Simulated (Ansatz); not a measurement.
Start from `[BH2][Al]([CH2]F)[O]C` and change one atom or group to get `[BH2][AlH][O]C`.

Ansatz, PBE0-D4/def2-TZVP geometries, multiplicity 1. Each molecule was computed in one conformer, which needn't be the lowest.

```csv
property,`[BH2][Al]([CH2]F)[O]C`
HOMO–LUMO gap (PBE0/def2-TZVPP) / eV,4.69
HOMO energy (ωB97M-V/def2-TZVPP) / eV,-9.35
size of the dipole moment (ωB97M-V/def2-TZVPP) / D,1.04
HOMO–LUMO gap (ωB97M-V/def2-TZVPP) / eV,8.84
HOMO energy (PBE/def2-TZVPP) / eV,-5.83
LUMO energy (PBE0/def2-TZVPP) / eV,-2.47
```

(1) Give the same properties after the change, and the shifts. (Best estimate.)

## Answers

(1) Computed: 
| property | `[BH2][AlH][O]C` | shift |
| --- | --- | --- |
| HOMO–LUMO gap (PBE0/def2-TZVPP) / eV | 4.86 | 0.17 |
| HOMO energy (ωB97M-V/def2-TZVPP) / eV | -9.49 | -0.14 |
| size of the dipole moment (ωB97M-V/def2-TZVPP) / D | 1.23 | 0.19 |
| HOMO–LUMO gap (ωB97M-V/def2-TZVPP) / eV | 8.98 | 0.14 |
| HOMO energy (PBE/def2-TZVPP) / eV | -6.09 | -0.26 |
| LUMO energy (PBE0/def2-TZVPP) / eV | -2.47 | 0.00 |

Dipoles are sizes alone; their direction can turn.
